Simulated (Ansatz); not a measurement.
Triphenyltelluronium hexafluoroantimonate, `[F][Sb-]([F])([F])([F])([F])[F].c1ccc([Te+](c2ccccc2)c2ccccc2)cc1` was relaxed with PBE-D4 (def2-SVP) in Ansatz in these states: charge -1 doublet, neutral singlet. The geometries follow in no particular order.

In the def2 sets Sb, Te take a core potential; there is no spin–orbit coupling. Single mean-field runs in def2-SVP are fitted with def2-universal-jkfit.

A:

```xyz
41

F    -1.515   -0.540   -5.313
Sb   -2.161    0.568   -3.855
F    -1.659    2.188   -4.801
F    -0.384    0.505   -3.009
F    -3.947    0.616   -4.614
F    -2.763    1.656   -2.332
F    -2.621   -1.049   -2.837
C     1.916   -4.088   -1.614
C     2.321   -3.423   -0.443
C     1.560   -2.356    0.060
C     0.377   -1.966   -0.594
Te   -0.682   -0.015   -0.145
C     0.135    2.078    0.149
C     1.257    2.350    0.955
C     1.884    3.604    0.882
C     1.411    4.580   -0.014
C     0.312    4.290   -0.841
C    -0.323    3.039   -0.774
C    -0.600   -0.396    1.984
C    -0.773    0.664    2.900
C    -0.867    0.408    4.276
C    -0.807   -0.909    4.763
C    -0.663   -1.969    3.853
C    -0.569   -1.719    2.476
C    -0.015   -2.604   -1.787
C     0.752   -3.671   -2.283
H     2.516   -4.921   -2.013
H     3.239   -3.736    0.080
H     1.889   -1.832    0.973
H     1.638    1.585    1.652
H     2.753    3.819    1.527
H     1.908    5.561   -0.076
H    -0.057    5.046   -1.553
H    -1.172    2.812   -1.439
H    -0.835    1.699    2.532
H    -0.994    1.250    4.975
H    -0.884   -1.107    5.844
H    -0.627   -3.009    4.217
H    -0.471   -2.560    1.774
H    -0.915   -2.269   -2.328
H     0.435   -4.179   -3.208
```

B:

```
atom   x (Å)   y (Å)   z (Å)
  F1  -3.581  -0.537  -3.871
 Sb2  -2.179   0.786  -3.726
  F3  -1.227   0.084  -5.250
  F4  -1.179  -0.479  -2.532
  F5  -3.123   2.120  -4.744
  F6  -0.677   2.007  -3.354
  F7  -2.983   1.399  -2.035
  C8  -2.917  -2.788   1.743
  C9  -1.746  -2.309   2.352
 C10  -1.020  -1.263   1.761
 C11  -1.479  -0.718   0.549
Te12  -0.427   0.887  -0.422
 C13   1.328  -0.151  -1.086
 C14   1.998  -1.075  -0.270
 C15   3.135  -1.724  -0.776
 C16   3.586  -1.444  -2.077
 C17   2.898  -0.521  -2.881
 C18   1.755   0.132  -2.394
 C19   0.471   1.587   1.418
 C20   1.862   1.761   1.540
 C21   2.387   2.324   2.715
 C22   1.531   2.716   3.756
 C23   0.141   2.551   3.624
 C24  -0.393   1.993   2.454
 C25  -2.656  -1.177  -0.068
 C26  -3.371  -2.220   0.542
 H27  -3.484  -3.607   2.212
 H28  -1.392  -2.747   3.298
 H29  -0.118  -0.872   2.256
 H30   1.644  -1.303   0.747
 H31   3.666  -2.456  -0.149
 H32   4.477  -1.957  -2.469
 H33   3.242  -0.311  -3.905
 H34   1.193   0.833  -3.031
 H35   2.541   1.455   0.729
 H36   3.476   2.455   2.812
 H37   1.948   3.155   4.675
 H38  -0.534   2.861   4.437
 H39  -1.485   1.866   2.362
 H40  -3.014  -0.732  -1.006
 H41  -4.293  -2.585   0.065
```

Judge from the bond lengths which geometry belongs to which state (an estimate).

A is the charge -1 doublet (Te12–C13 2.266 Å, C11–Te12 2.264 Å, Sb2–F4 1.969 Å); B is the neutral singlet (Te12–C13 2.144 Å, C11–Te12 2.151 Å, Sb2–F4 2.006 Å).

The charge -1 doublet has come apart into loosely held pieces.
